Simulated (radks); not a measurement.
The calcium ion Ca+ inside a hard spherical wall (all orbitals vanish at R), configuration held at [Ar] 4s1 and not refilled when levels cross. All-electron calculation, non-relativistic Kohn-Sham, LDA (Slater exchange, Perdew-Wang correlation), spin-polarised, spherical densities, point nucleus; open shells are filled with parallel spins first. Program: a radial shooting solver on a logarithmic mesh with Libxc functionals. Eigenvalues in eV for spin up, with the zero of energy where the potential of the charges vanishes at infinity; a dash marks a level that is unbound or too diffuse for the functional's potential to be trusted. A positive occupied level is held by the wall or, in an anion where self-interaction has pushed it up, behind a barrier. The pressure on the wall is -dE/dV.

R (bohr)	E (hartree)	kinetic (hartree)	e(2p)	e(3s)	e(3p)	e(4s)	e(3d, empty)	e(4p, empty)	pressure (GPa)
free	-675.50684	674.445	-341.30	-53.367	-34.961	-9.458	-8.843	-6.345	0
12	-675.50683	674.445	-341.30	-53.366	-34.960	-9.458	-8.842	-6.341	0.000265
7	-675.49789	674.510	-340.94	-53.036	-34.638	-9.055	-8.548	-5.508	0.511
6	-675.47805	674.613	-340.49	-52.627	-34.241	-8.320	-8.150	-4.288	2.15
5	-675.41671	674.867	-339.58	-51.853	-33.494	-6.287	-7.290	-1.307	9.67
4	-675.21145	675.623	-337.54	-50.274	-31.953	-0.205	-5.211	6.612	54.2
3.5	-674.93675	676.627	-335.23	-48.659	-30.317	7.076	-2.920	15.339	151
3	-674.31150	678.919	-330.50	-45.514	-26.988	21.584	1.548	31.681	494
2	-667.80286	700.201	-296.77	-20.465	0.446	127.00	33.102	139.38	9810
1.5	-650.26691	747.469	-244.03	37.488	60.963	331.13	90.339	334.29	68300
